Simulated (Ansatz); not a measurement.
Reaction (ligand exchange at a Ge–S bond): `[CH3][GeH]([CH3])[SH]` + HBr → `[CH3][GeH]([CH3])[Br]` + H₂S

Computed with Ansatz on PBE0-D4/def2-TZVP structures; ΔE is electronic, products minus reactants. CCSD(T)/CBS is the MP2 limit (def2-TZVPP, def2-QZVPP) plus CCSD(T) − MP2 in def2-TZVPP, frozen cores. This one scheme is used for every species. Functionals use def2-TZVPP. For Br, Ge outer-core shells are correlated without core-valence functions, which leaves a few kJ/mol of doubt a bond. Scalar relativity is left out up to krypton. One conformer a species, not always the lowest.

```
                species  r2SCAN energy (Eh)
`[CH3][GeH]([CH3])[SH]`         -2556.21968
                    HBr         -2574.74141
`[CH3][GeH]([CH3])[Br]`         -4731.60351
                    H₂S          -399.37417
```

Q: Work out ΔE.

A: ΔE = (-4731.60351) + (-399.37417) − (-2556.21968) − (-2574.74141) = -0.01659 Eh = -43.6 kJ/mol. CCSD(T)/CBS gives -43.6 kJ/mol.

Largest T1 diagnostic among the species: 0.010.

In def2-TZVPP, CCSD(T) changes the Hartree–Fock value by +12.8 kJ/mol (the triples alone add +1.9 kJ/mol) and MP2 by +12.0 kJ/mol.
